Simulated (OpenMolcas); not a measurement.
**Re5+: moving or changing the point charges**

Re5+ among 8 point charges of -1 e arranged as a cube (Oh), 2 Å from the ion.
```
   1.1547    1.1547    1.1547  -1.00
   1.1547    1.1547   -1.1547  -1.00
   1.1547   -1.1547    1.1547  -1.00
   1.1547   -1.1547   -1.1547  -1.00
  -1.1547    1.1547    1.1547  -1.00
  -1.1547    1.1547   -1.1547  -1.00
  -1.1547   -1.1547    1.1547  -1.00
  -1.1547   -1.1547   -1.1547  -1.00
```

```yaml
Program: OpenMolcas
Method: CASSCF
Basis: ANO-RCC-VDZP [7s6p4d2f1g]
Scalar_Hamiltonian: DKH2, point nucleus
Active_space: 2 electrons in 5 orbitals (5d)
State_averaging: 2S+1 = 3 even, 10 roots; 2S+1 = 1 even, 15 roots
Spin-orbit_coupling: RASSI with atomic mean-field integrals over the reference wave functions
```

Runs around this geometry, states (labels of O, the rotations of Oh). Energies in cm-1 above the lowest state or level, χT in cm3 K/mol; 10Dq and B are least-squares fits to the states below 45000 cm-1, weighted by degeneracy, with a free offset, and given where the rms deviation is under 5 % of |10Dq| (or 100 cm-1) and under 700 cm-1; 10Dq is negative for this site.

| R (Å) | q (e) | Ground state | First state of that spin | 10Dq | B (rms of fit) | First gap with spin-orbit (degeneracies) | χT at 300 K | First state of another spin |
| --- | --- | --- | --- | --- | --- | --- | --- | --- |
| 2 | -0.8 | 3A2 | 3T2 4072 | -4164 | 864 (36) | 1793 (3, 2) | 0.102 | 1E 12991 |
| 1.85 | -1 | 3A2 | 3T2 7417 | -7626 | 856 (67) | 3770 (3, 2) | 0.052 | 1E 13156 |
| 2 | -1 | 3A2 | 3T2 5112 | -5244 | 862 (48) | 2371 (3, 2) | 0.074 | 1E 13082 |
| 2.13 | -1 | 3A2 | 3T2 3770 | -3858 | 865 (35) | 1630 (3, 2) | 0.113 | 1E 12955 |

Taking |10Dq| as R^-n, n = -ln(3858 / 7626) / ln(2.13 / 1.85) = 4.8 between the shortest and longest distance. The point-charge formula for a cubic d site gives n = 5.

Scaling the charges by -0.8 / -1 = 0.80 scales |10Dq| by 4164 / 5244 = 0.79; with fixed orbitals a first-order splitting would follow the charge.

Without dynamic correlation the repulsion within the d shell is too large (B by tens of per cent), so at a given field states of lower spin stand too high. Spin-orbit coupling mixes the spin-free states strongly: the lowest level takes only 42 % from its leading state, 3A2 (figures for R = 2, q = -0.8; the like holds for R = 1.85, q = -1, R = 2, q = -1, R = 2.13, q = -1). This is an electrostatic model: the charges have no orbitals. No measured value stands beside these numbers.
